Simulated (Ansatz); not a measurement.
This Ansatz (a program for electronic structure) input (CCSD(T)/3-21G) gives -1913.84345 Eh with 23 basis functions. A basis named .json is the Basis Set Exchange file of that set (core-valence sets with the plain set on hydrogen).

Ansatz 0.2 input:
```yaml
crystal:
  periodic: [false, false, false]
  atoms:
    - {symbol: Ga, position_ang: [0.00000000, 0.00000000, 0.00000000]}
basis:
  gaussian:
    orbitals: 3-21G.json
magnetization: {spin_polarized: true, initial_magnetization: 1}
correlation: {method: ccsd_t, electrons: outside_noble_gas}
scf: {lower_state_search: full}
```

Change:
```diff
- orbitals: 3-21G.json
+ orbitals: def2-QZVP.json
```

Task: What does the run give now?

Result: -1923.31273 Eh (CCSD(T)/def2-QZVP, 75 functions), a change of -9469.28 mEh.
